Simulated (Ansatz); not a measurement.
Basis-set series for `P[SiH2][SeH]`. The species carries charge 0 and has multiplicity 1. All single points use the PBE0-D4/def2-TZVP geometry. It is one conformer, not always the lowest.

```tsv
functional	basis	functions	energy (Eh)	HOMO (eV)	LUMO (eV)
PBE0-D4	def2-SVP	93	-3034.40303	-7.02	0.00
PBE0-D4	def2-QZVPP	379	-3034.99196	-7.13	-0.45
ωB97M-V	def2-SVP	93	-3034.74011	-9.16	1.97
ωB97M-V	def2-QZVPP	379	-3035.32707	-9.29	1.17
```

Give the rows for def2-TZVPP. (Best estimate.)

The calculation gave: 
| functional | basis | functions | energy (Eh) | HOMO (eV) | LUMO (eV) |
| --- | --- | --- | --- | --- | --- |
| PBE0-D4 | def2-TZVPP | 202 | -3034.92078 | -7.11 | -0.33 |
| ωB97M-V | def2-TZVPP | 202 | -3035.25857 | -9.27 | 1.45 |

Positive LUMOs are unbound and depend on the basis. Scalar relativity is left out up to krypton.

Program: Ansatz 0.2.0.
